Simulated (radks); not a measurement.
Li II, configuration [He] (the NIST ground configuration). Calculated with a radial shooting solver on a logarithmic mesh with Libxc functionals: scalar-relativistic Kohn-Sham, PBEsol, spin-polarised, spherical densities, finite nucleus; Fermi nuclear charge, rms radius 2.444 fm.

Normalised radial functions P(r) = r R(r), r in bohr:

| r | 1s |
|---|---|
| 0.02117 | 0.1842 |
| 0.02484 | 0.2137 |
| 0.02892 | 0.2458 |
| 0.03394 | 0.2841 |
| 0.03983 | 0.3276 |
| 0.04637 | 0.3739 |
| 0.05441 | 0.4284 |
| 0.06335 | 0.4856 |
| 0.07434 | 0.5515 |
| 0.08654 | 0.6192 |
| 0.1016 | 0.6950 |
| 0.1182 | 0.7703 |
| 0.1387 | 0.8511 |
| 0.1628 | 0.9310 |
| 0.1895 | 1.0031 |
| 0.2224 | 1.0710 |
| 0.259 | 1.1237 |
| 0.3039 | 1.1620 |
| 0.3538 | 1.1775 |
| 0.4151 | 1.1677 |
| 0.4833 | 1.1308 |
| 0.5672 | 1.0618 |
| 0.6656 | 0.9633 |
| 0.7748 | 0.8468 |
| 0.9093 | 0.7073 |
| 1.059 | 0.5680 |
| 1.242 | 0.4255 |
| 1.446 | 0.3035 |
| 1.697 | 0.1967 |
| 1.976 | 0.1194 |
| 2.318 | 0.0635 |

1s: eigenvalue -59.844 eV, 0 radial nodes, <r> = 0.581 bohr, 90 % of the charge inside 1.05 bohr.
